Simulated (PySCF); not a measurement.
C4H5 (SMILES C1[C@]2C[C@H]12), doublet, geometry from GFN2-xTB; DF-BLYP/6-31G* in PySCF.

PySCF was given this input:
```python
from pyscf import gto, scf, dft

mol = gto.M(
    atom='''
C     0.036436    1.135232    0.300912
C     0.063321   -1.140754    0.274404
C     0.784348    0.013059   -0.325761
C    -0.657227   -0.002615   -0.442038
H    -0.059110    1.197184    1.381706
H     0.070776    2.094855   -0.195781
H    -0.030438   -1.230098    1.353436
H     0.120179   -2.087472   -0.244492
H    -1.462673   -0.004000   -1.139967
''',
    basis='6-31g*',
    charge=0,
    spin=1,
    verbose=4,
)

mf = dft.UKS(mol)
mf.xc = 'blyp'
mf = mf.density_fit(auxbasis='def2-universal-jkfit')
mf.kernel()
mf.analyze()
```

The log (banner, timings and long lists left out):

```
PySCF version 2.14.0

[INPUT] verbose = 4
[INPUT] num. atoms = 9
[INPUT] num. electrons = 29
[INPUT] charge = 0
[INPUT] spin (= nelec alpha-beta = 2S) = 1
[INPUT] symmetry False subgroup None
[INPUT] Mole.unit = angstrom
[INPUT] Symbol           X                Y                Z      unit          X                Y                Z       unit  Magmom
[INPUT]  1 C      0.036436000000   1.135232000000   0.300912000000 AA    0.068854061075   2.145277567842   0.568641267595 Bohr   0.0
[INPUT]  2 C      0.063321000000  -1.140754000000   0.274404000000 AA    0.119659347934  -2.155712635502   0.518548407485 Bohr   0.0
[INPUT]  3 C      0.784348000000   0.013059000000  -0.325761000000 AA    1.482202906350   0.024677933461  -0.615599072064 Bohr   0.0
[INPUT]  4 C     -0.657227000000  -0.002615000000  -0.442038000000 AA   -1.241979031670  -0.004941633816  -0.835330756650 Bohr   0.0
[INPUT]  5 H     -0.059110000000   1.197184000000   1.381706000000 AA   -0.111701711223   2.262349880711   2.611045924668 Bohr   0.0
[INPUT]  6 H      0.070776000000   2.094855000000  -0.195781000000 AA    0.133747256192   3.958702220676  -0.369972470393 Bohr   0.0
[INPUT]  7 H     -0.030438000000  -1.230098000000   1.353436000000 AA   -0.057519483780  -2.324548326375   2.557623367127 Bohr   0.0
[INPUT]  8 H      0.120179000000  -2.087472000000  -0.244492000000 AA    0.227105395924  -3.944750372698  -0.462022919647 Bohr   0.0
[INPUT]  9 H     -1.462673000000  -0.004000000000  -1.139967000000 AA   -2.764051379796  -0.007558904498  -2.154225421042 Bohr   0.0

nuclear repulsion = 108.527192184863
number of shells = 34
number of NR pGTOs = 128
number of NR cGTOs = 66
basis = 6-31g*
ecp = {}

******** <class 'pyscf.df.df_jk.DFUKS'> ********
method = DFUKS
initial guess = minao
damping factor = 0
level_shift factor = 0
DIIS = <class 'pyscf.scf.diis.CDIIS'>
diis_start_cycle = 1
diis_space = 8
diis_damp = 0
SCF conv_tol = 1e-09
SCF conv_tol_grad = None
SCF max_cycles = 50
direct_scf = False
number electrons alpha = 15  beta = 14
XC library pyscf.dft.libxc version 7.1.2
    S. Lehtola, C. Steigemann, M. J. T. Oliveira, and M. A. L. Marques,  SoftwareX 7, 1–5 (2018)
XC functionals = blyp
    A. D. Becke,  Phys. Rev. A 38, 3098 (1988)
    C. Lee, W. Yang, and R. G. Parr,  Phys. Rev. B 37, 785 (1988)
    B. Miehlich, A. Savin, H. Stoll, and H. Preuss,  Chem. Phys. Lett. 157, 200 (1989)
radial grids:
    Treutler-Ahlrichs [JCP 102, 346 (1995); DOI:10.1063/1.469408] (M4) radial grids

becke partition: Becke, JCP 88, 2547 (1988); DOI:10.1063/1.454033
pruning grids: <function nwchem_prune>
grids dens level: 3
symmetrized grids: False
atomic radii adjust function: <function treutler_atomic_radii_adjust>
small_rho_cutoff = 0
Set gradient conv threshold to 3.16228e-05
tot grids = 105512
init E= -155.682740790847

cycle= 1 E= -155.124814213822  delta_E= 0.558  |g|= 0.272  |ddm|= 2.05
cycle= 2 E= -155.087310394362  delta_E= 0.0375  |g|= 0.386  |ddm|= 0.802
cycle= 3 E= -155.16974806412  delta_E= -0.0824  |g|= 0.0218  |ddm|= 0.473
cycle= 4 E= -155.16993522027  delta_E= -0.000187  |g|= 0.0105  |ddm|= 0.0368
cycle= 5 E= -155.169973920317  delta_E= -3.87e-05  |g|= 0.0068  |ddm|= 0.0167
cycle= 6 E= -155.169997629413  delta_E= -2.37e-05  |g|= 0.0013  |ddm|= 0.00747
cycle= 7 E= -155.16999816429  delta_E= -5.35e-07  |g|= 0.000911  |ddm|= 0.00255
cycle= 8 E= -155.169998596212  delta_E= -4.32e-07  |g|= 0.000342  |ddm|= 0.00118
cycle= 9 E= -155.169998667986  delta_E= -7.18e-08  |g|= 4.54e-05  |ddm|= 0.000481
cycle= 10 E= -155.169998670137  delta_E= -2.15e-09  |g|= 1.21e-05  |ddm|= 0.000131
cycle= 11 E= -155.169998670303  delta_E= -1.65e-10  |g|= 2.48e-06  |ddm|= 3.35e-05
Extra cycle  E= -155.169998670303  delta_E= 5.68e-14  |g|= 2.98e-06  |ddm|= 6.48e-06
converged SCF energy = -155.169998670303  <S^2> = 0.7517669  2S+1 = 2.0017661
**** SCF Summaries ****
Total Energy =                        -155.169998670302704
Nuclear Repulsion Energy =             108.527192184863480
One-electron Energy =                 -422.063898227263451
Two-electron Energy =                  158.366707372097267
Two-electron Coulomb Energy =          181.848870029647173
DFT Exchange-Correlation Energy =      -23.482162657549921
**** MO energy ****
                             alpha | beta                alpha | beta
MO #1   energy= -9.94421658812675  | -9.93970559486525  occ= 1 | 1
MO #2   energy= -9.94090811809306  | -9.93342495245269  occ= 1 | 1
MO #3   energy= -9.93134336133448  | -9.93021109100911  occ= 1 | 1
MO #4   energy= -9.93131674373284  | -9.93018409291181  occ= 1 | 1
MO #5   energy= -0.840122089243241 | -0.833002448529586 occ= 1 | 1
MO #6   energy= -0.615548791370963 | -0.611932335060499 occ= 1 | 1
MO #7   energy= -0.517901284152904 | -0.514031434552045 occ= 1 | 1
MO #8   energy= -0.49627161483822  | -0.489205451415983 occ= 1 | 1
MO #9   energy= -0.420831290656065 | -0.410475828096797 occ= 1 | 1
MO #10  energy= -0.386088312214269 | -0.383791280903171 occ= 1 | 1
MO #11  energy= -0.345442890982101 | -0.326629201376711 occ= 1 | 1
MO #12  energy= -0.322549029042779 | -0.320546707992638 occ= 1 | 1
MO #13  energy= -0.262131627089065 | -0.253484003416634 occ= 1 | 1
MO #14  energy= -0.220321298741856 | -0.209602990519752 occ= 1 | 1
MO #15  energy= -0.179510746889523 | -0.11715106860411  occ= 1 | 0
MO #16  energy= 0.0725128289740318 | 0.0857226461033491 occ= 0 | 0
MO #17  energy= 0.097002720458117  | 0.0992740155312331 occ= 0 | 0
MO #18  energy= 0.110964745896452  | 0.117482070483902  occ= 0 | 0
MO #19  energy= 0.120890603319349  | 0.122522679462807  occ= 0 | 0
MO #20  energy= 0.141307422280427  | 0.143100596210691  occ= 0 | 0
MO #21  energy= 0.151820097659776  | 0.160260333721755  occ= 0 | 0
MO #22  energy= 0.167920543666892  | 0.170108411094702  occ= 0 | 0
MO #23  energy= 0.193497970065815  | 0.198487118223942  occ= 0 | 0

To work with the spin densities directly, `use mulliken_meta_spin()` only printing them here.

 ** Mulliken spin pop alpha/beta on meta-lowdin orthogonal AOs **
 ** Mulliken Spin Density (per AO)  **
spin_pop of  0 C 1s       -0.00000
spin_pop of  0 C 2s        0.00057
spin_pop of  0 C 3s        0.00036
spin_pop of  0 C 2px       0.05965
spin_pop of  0 C 2py      -0.00205
spin_pop of  0 C 2pz       0.00098
spin_pop of  0 C 3px       0.00020
spin_pop of  0 C 3py       0.00025
spin_pop of  0 C 3pz       0.00016
spin_pop of  0 C 3dxy      0.00003
spin_pop of  0 C 3dyz     -0.00003
spin_pop of  0 C 3dz^2    -0.00003
spin_pop of  0 C 3dxz     -0.00000
spin_pop of  0 C 3dx2-y2    0.00016
spin_pop of  1 C 1s       -0.00000
spin_pop of  1 C 2s        0.00057
spin_pop of  1 C 3s        0.00036
spin_pop of  1 C 2px       0.05999
spin_pop of  1 C 2py      -0.00245
spin_pop of  1 C 2pz       0.00105
spin_pop of  1 C 3px       0.00020
spin_pop of  1 C 3py       0.00026
spin_pop of  1 C 3pz       0.00016
spin_pop of  1 C 3dxy      0.00002
spin_pop of  1 C 3dyz     -0.00003
spin_pop of  1 C 3dz^2    -0.00003
spin_pop of  1 C 3dxz      0.00000
spin_pop of  1 C 3dx2-y2    0.00017
spin_pop of  2 C 1s       -0.00000
spin_pop of  2 C 2s        0.17416
spin_pop of  2 C 3s        0.00234
spin_pop of  2 C 2px       0.33038
spin_pop of  2 C 2py       0.01298
spin_pop of  2 C 2pz       0.25348
spin_pop of  2 C 3px       0.00071
spin_pop of  2 C 3py      -0.00013
spin_pop of  2 C 3pz       0.00073
spin_pop of  2 C 3dxy     -0.00030
spin_pop of  2 C 3dyz     -0.00019
spin_pop of  2 C 3dz^2    -0.00019
spin_pop of  2 C 3dxz     -0.00016
spin_pop of  2 C 3dx2-y2   -0.00027
spin_pop of  3 C 1s       -0.00000
spin_pop of  3 C 2s        0.00975
spin_pop of  3 C 3s        0.00103
spin_pop of  3 C 2px       0.00473
spin_pop of  3 C 2py      -0.00288
spin_pop of  3 C 2pz       0.07657
spin_pop of  3 C 3px       0.00017
spin_pop of  3 C 3py      -0.00003
spin_pop of  3 C 3pz       0.00008
spin_pop of  3 C 3dxy     -0.00009
spin_pop of  3 C 3dyz      0.00006
spin_pop of  3 C 3dz^2     0.00002
spin_pop of  3 C 3dxz      0.00018
spin_pop of  3 C 3dx2-y2    0.00004
spin_pop of  4 H 1s       -0.00303
spin_pop of  4 H 2s        0.00006
spin_pop of  5 H 1s       -0.00012
spin_pop of  5 H 2s        0.00011
spin_pop of  6 H 1s       -0.00303
spin_pop of  6 H 2s        0.00006
spin_pop of  7 H 1s       -0.00012
spin_pop of  7 H 2s        0.00011
spin_pop of  8 H 1s        0.02214
spin_pop of  8 H 2s        0.00013
 ** Mulliken Spin Density (per atom)  **
spin density of  0 C =      0.06027
spin density of  1 C =      0.06027
spin density of  2 C =      0.77353
spin density of  3 C =      0.08962
spin density of  4 H =     -0.00297
spin density of  5 H =     -0.00001
spin density of  6 H =     -0.00297
spin density of  7 H =     -0.00001
spin density of  8 H =      0.02227
 ** Mulliken pop alpha/beta on meta-lowdin orthogonal AOs **
 ** Mulliken pop       alpha | beta **
In total            15.00000 | 14.00000
 ** Mulliken atomic charges   ( Nelec_alpha | Nelec_beta ) **
charge of  0C =     -0.17648  (     3.11838      3.05811 )
charge of  1C =     -0.17648  (     3.11838      3.05811 )
charge of  2C =     -0.06758  (     3.42056      2.64702 )
charge of  3C =     -0.09927  (     3.09445      3.00482 )
charge of  4H =      0.08727  (     0.45488      0.45785 )
charge of  5H =      0.10800  (     0.44599      0.44600 )
charge of  6H =      0.08727  (     0.45488      0.45785 )
charge of  7H =      0.10800  (     0.44599      0.44600 )
charge of  8H =      0.12926  (     0.44650      0.42424 )
Dipole moment(X, Y, Z, Debye): -1.03162, -0.01223,  0.00241
```
